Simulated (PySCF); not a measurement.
Si(F)2(OMe)(NH2) (CH5F2NOSi), SMILES CO[Si](N)(F)F. The structure is a stationary point at PBE-D3(BJ)/def2-SVP. This is a generated structure with no PubChem entry under its InChIKey; it may be hypothetical. The values are those of a single conformer.

### Question
Give the equilibrium geometry at PBE-D3(BJ)/def2-SVP (PySCF confirms it by a frequency run) as bond lengths and angles. (The exact figures need the calculation; the answer reports its results.)

### Answer
One answer among several that fit: 
Atoms: C1 O2 Si3 N4 F5 F6 H7 H8 H9 H10 H11. Bonds (Å): C1–O2 1.420, C1–H7 1.113, C1–H8 1.112, C1–H9 1.109, O2–Si3 1.648, Si3–N4 1.709, Si3–F5 1.623, Si3–F6 1.625, N4–H10 1.022, N4–H11 1.022. Bond angles (°): O2–C1–H7 112.0, O2–C1–H8 111.0, O2–C1–H9 108.6, H7–C1–H8 108.3, H7–C1–H9 108.6, H8–C1–H9 108.2, C1–O2–Si3 123.5, O2–Si3–N4 111.7, O2–Si3–F5 104.1, O2–Si3–F6 113.0, N4–Si3–F5 116.0, N4–Si3–F6 106.1, F5–Si3–F6 106.1, Si3–N4–H10 119.7, Si3–N4–H11 120.2, H10–N4–H11 111.6.
